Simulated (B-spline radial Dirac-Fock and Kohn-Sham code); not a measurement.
**Auger parameter of erbium: the M5 level and its strongest M5-NN line**

Level of theory: Dirac-Fock ΔSCF + Breit + QED; a radial B-spline solver. The modified Auger parameter α′ is the binding energy plus the kinetic energy of the Auger electron; it does not depend on the energy zero. For free ions it tends to fall with charge, since less charge screens the final holes.

| species | configuration | binding 3d5/2 (eV) | Auger line | kinetic (eV) | α′ (eV) |
| --- | --- | --- | --- | --- | --- |
| Er | [Xe] 4f12 6s2 | 1410.6 | N5N5 J=4 | 1038.7 | 2449.4 |
| Er | [Xe] 4f11 6s2 6p1 | 1424.2 | N5N5 J=4 | 1027.0 | 2451.2 |
| Er | [Xe] 4f12 6s1 6p1 | 1412.0 | N5N5 J=4 | 1037.5 | 2449.5 |
| Er⁺ | [Xe] 4f12 6s1 | 1417.8 | N5N5 J=4 | 1030.2 | 2448.0 |
| Er⁺ | [Xe] 4f11 6s2 | 1430.5 | N5N5 J=4 | 1019.4 | 2449.9 |
| Er⁺ (Watson 1.6 Å) | [Xe] 4f12 6s1 | 1409.8 | N5N5 J=4 | 1038.7 | 2448.5 |
| Er⁺ (Watson 2.4 Å) | [Xe] 4f12 6s1 | 1412.0 | N5N5 J=4 | 1036.1 | 2448.2 |
| Er²⁺ | [Xe] 4f12 | 1426.1 | N5N5 J=4 | 1020.8 | 2446.9 |
| Er²⁺ (Watson 2.2 Å) | [Xe] 4f12 | 1413.0 | N5N5 J=4 | 1033.9 | 2446.9 |
| Er³⁺ | [Xe] 4f11 | 1448.5 | N5N5 J=4 | 999.4 | 2447.9 |
| Er³⁺ (Watson 2.7 Å) | [Xe] 4f11 | 1432.5 | N5N5 J=4 | 1015.4 | 2447.9 |
| Er⁴⁺ | [Xe] 4f10 | 1473.7 | N5N5 J=4 | 976.7 | 2450.4 |
| Er⁵⁺ | [Kr] 4d10 4f10 5s2 5p5 | 1492.0 | N5N5 J=4 | 957.9 | 2449.9 |
| Er⁶⁺ | [Kr] 4d10 4f10 5s2 5p4 | 1511.1 | N5N5 J=4 | 938.5 | 2449.6 |
| Er⁷⁺ | [Kr] 4d10 4f10 5s2 5p3 | 1531.0 | N5N5 J=4 | 918.6 | 2449.6 |

Values without a named source are computed, but for edge energies of neutral atoms, which are taken from tables.
